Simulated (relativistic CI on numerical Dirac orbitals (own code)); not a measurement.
# Ho9+: sensitivity of the levels to the model

Base calculation: Dirac-Coulomb-Breit CI, KLI orbitals optimised for each configuration, a model potential for QED, unscaled Slater integrals.

CI space (outside the closed core [Ar] 3d10 4p6 4d10): 4s²4f⁹5s²5p, 4s²4f¹⁰5s², 4s²4f⁹5s²5d, 4s²4f¹¹5s, 4s²4f¹¹5p, 4s²4f¹⁰5s5p, 4s²4f¹⁰5p², 4s²4f¹⁰5s5d, 4s²4f⁹5s²6s, 4s²4f¹⁰5s6p, 4s4f¹¹5s². The list is cut by size and lacks configurations that can hold low levels.

Variants: (1) P86 correlation estimate; (2) QED terms removed; (3) only the first 3 configurations. Shifts of the energy above 4s²4f⁹5s²5p ⁷G7, in cm⁻¹, for the lowest level and the first level of each name with at least 55 % of one term (blank where a level changes its place among those of its configuration and J or its character, or is not in the variant):

| Level | Base | Δ(1) | Δ(2) | Δ(3) |
| --- | --- | --- | --- | --- |
| 4s²4f⁹5s²5p ⁷G7 | 0.0 | 0.0 | 0.0 | 0.0 |
| 4s²4f⁹5s²5p ⁷D5 | 9605.7 | -0.1 | -12.4 | +4.6 |
| 4s²4f⁹5s²5p ⁷G1 | 17226.0 | -0.1 | -43.6 | -23.4 |
| 4s²4f⁹5s²5p ⁷D1 | 37801.4 | -0.1 | -29.1 | +2.1 |
| 4s²4f⁹5s²5p ⁵I4 | 43256.8 | -2.6 | -38.1 | +50.9 |

At this charge energies of transitions that change n are usually good to better than 1 %, and those within a shell (Δn = 0) to a few per cent. Terms inside the open d or f shell come out 10 to 20 % too wide with unscaled integrals. Levels and lines within the n = 5 or 6 shells can be off by up to 10 % or somewhat more, and those that change n by about 2 %, since core polarisation is missing.

Ionisation energy from the two ground configurations alone: base 164.414 eV; P86 correlation estimate 165.653 eV. The NIST ASD value (theoretical) is 173 eV. The gap of more than 2 % comes from missing correlation, or from a tabulated value that is itself an estimate.

LS names give the leading component of a level, which can be under half, so a name can repeat, a term be missing and a line seem to break the LS rules.
